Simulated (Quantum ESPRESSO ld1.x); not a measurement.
The numbers below are computed, except where a source is named.
Q: The aim is the silicon ion Si3+ in [Ne] 3s1. This ld1.x (Quantum ESPRESSO 7.5) run was made with `OMP_NUM_THREADS=1 ld1.x < ld1.in > ld1.out`. Can the result be used? Name any fault.

```
 &input
    zed=14.0,
    iswitch=1,
    rel=2,
    dft='PBESOL',
    config='[Ne] 3s1',
    verbosity='high',
    lsmall=.true.,
    cau_fact=11.79,
    prefix='ld1',
    max_out_wfc=37,
    file_charge='ld1.rho',
 /
```

Output (excerpt):

```
     Program LD1 v.7.5 starts

 %%%%%%%%%%%%%%%%%%%%%%%%%%%%%%%%%%%%%%%%%%%%%%%%%%%%%%%%%%%%%%%%%%%%%%%%%%%%%%
     Error in routine dirsol (1):
     no classical turning point found
 %%%%%%%%%%%%%%%%%%%%%%%%%%%%%%%%%%%%%%%%%%%%%%%%%%%%%%%%%%%%%%%%%%%%%%%%%%%%%%

     stopping ...
```

A: No (crashed). The line at issue: cau_fact=11.79. The program stops in dirsol with "no classical turning point found": with c below Z the Dirac equation of a point nucleus has no 1s solution. The sound input gives -287.183 hartree.
